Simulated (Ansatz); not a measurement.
A CCSD(T) single point on `BC1=CC1F`.

```yaml
crystal:
  periodic: [false, false, false]
  atoms:
    - {symbol: B, position_ang: [-0.487908, 1.180134, -1.057056]}
    - {symbol: C, position_ang: [-0.291296, -0.033190, -0.199630]}
    - {symbol: C, position_ang: [-0.374056, -1.239195, 0.304649]}
    - {symbol: C, position_ang: [0.624628, -0.439375, 0.938156]}
    - {symbol: F, position_ang: [1.953649, -0.672694, 0.661931]}
    - {symbol: H, position_ang: [-1.452026, 1.870598, -0.911909]}
    - {symbol: H, position_ang: [0.360637, 1.485631, -1.838881]}
    - {symbol: H, position_ang: [-0.788128, -2.224977, 0.169772]}
    - {symbol: H, position_ang: [0.543202, 0.026767, 1.915768]}
basis:
  gaussian: {orbitals: def2-TZVPP}
correlation: {method: ccsd_t}
output: {orbitals: {seedname: orbitals}}
```

```sh
$ ansatz run in.yaml --threads 2 --pin off --events-out ev --progress --plain --max-ram 4352MiB
```

Output of Ansatz, abridged:

```
Functional definition: HF
1282 factors; integrals over basis functions are off by at most 1.2e-3 eV
mean field evaluation 1: about -6528.8832 eV, gradient 3.2e1 eV
mean field evaluation 2: about -6529.1236 eV, gradient 3.2e1 eV
mean field evaluation 4: about -6531.8481 eV, gradient 4.0e0 eV
mean field evaluation 8: about -6531.9013 eV, gradient 2.8e-1 eV
mean field -6531.90196215 eV, -240.0429696270 hartree, gradient 5.0e-6 eV, S^2 0.000000; 0 other end points of the search recorded, 0 dependent functions left out
5 core orbitals not correlated: weight in the atoms' cores, before any rotation towards them, 1.000 or more for the frozen orbitals, at most 0.000 for the correlated occupied ones
reference -6531.90196215 eV, -240.0429696270 hartree; 13, 13 occupied and 193, 193 virtual orbitals, 1282 factors
second order -22.18342953 eV of doubles, -0.00000000 eV of singles
cycle   1  -22.24213203 eV  change   -5.9e-2 eV  update   1.0e-1
cycle   2  -22.79520023 eV  change   -5.5e-1 eV  update   3.2e-2
cycle   3  -22.92212156 eV  change   -1.3e-1 eV  update   1.7e-2
cycle   4  -22.91340415 eV  change    8.7e-3 eV  update   4.7e-3
cycle   5  -22.91103426 eV  change    2.4e-3 eV  update   2.8e-3
cycle   6  -22.91255011 eV  change   -1.5e-3 eV  update   1.0e-3
cycle   7  -22.91237775 eV  change    1.7e-4 eV  update   5.2e-4
cycle   8  -22.91204855 eV  change    3.3e-4 eV  update   2.1e-4
cycle   9  -22.91204979 eV  change   -1.2e-6 eV  update   8.0e-5
cycle  10  -22.91210519 eV  change   -5.5e-5 eV  update   3.1e-5
cycle  11  -22.91206207 eV  change    4.3e-5 eV  update   1.3e-5
cycle  12  -22.91207458 eV  change   -1.3e-5 eV  update   6.2e-6
perturbative correction -0.97786949 eV, -0.0359360409 hartree
Total energy: -6555.79190622 eV, -240.9209088782 hartree
```

Hardware: 2 threads of an Arm Neoverse V1 on a shared host. Wall time 110 s, peak host memory 3.2 GiB.

Correlation energy per correlated electron: -0.919 eV. T1 diagnostic: 0.0127.
